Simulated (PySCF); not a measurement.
CH5ClGeO, SMILES C[O][GeH2][Cl].

The structure is a stationary point at PBE0-D3(BJ)/def2-SVP. The structure was generated by enumeration, and PubChem lists no compound with its InChIKey, so it may never have been made. The values are those of a single conformer.

All values below come from PBE0-D3(BJ)/def2-SVP in PySCF.

Frequencies are harmonic and unscaled.

Computed normal modes with their intensities:
```
mode  ν (cm⁻¹)  IR (km/mol)   moving atoms (share of kinetic energy)
----  --------  -----------  ---------------------------------------
1           79          4.2  C 33 %, Cl 26 %, H 22 %, Ge 11 %, O 9 %
2          115          0.3                                   H 96 %
3          179          8.8          O 40 %, H 23 %, C 20 %, Cl 11 %
4          267          8.7          O 44 %, H 18 %, Ge 16 %, C 16 %
5          423         56.4                         Cl 67 %, Ge 32 %
6          551         39.4                           H 84 %, Ge 9 %
7          650         42.6          H 38 %, O 36 %, Ge 14 %, C 11 %
8          680         31.0                           H 66 %, O 27 %
9          799        141.4                                   H 95 %
10         850         94.6                                   H 98 %
11        1155        173.4                   O 47 %, C 39 %, H 14 %
12        1177          1.8                           H 76 %, C 19 %
13        1201         24.5                   H 65 %, C 21 %, O 14 %
14        1467          4.1                           H 89 %, C 10 %
15        1471          5.1                                   H 97 %
16        1479         14.7                                   H 95 %
17        2170         89.3                                   H 99 %
18        2225         81.0                                   H 99 %
19        3007         61.9                                   H 97 %
20        3089         33.0                           H 90 %, C 10 %
21        3141         21.5                            H 91 %, C 9 %
```
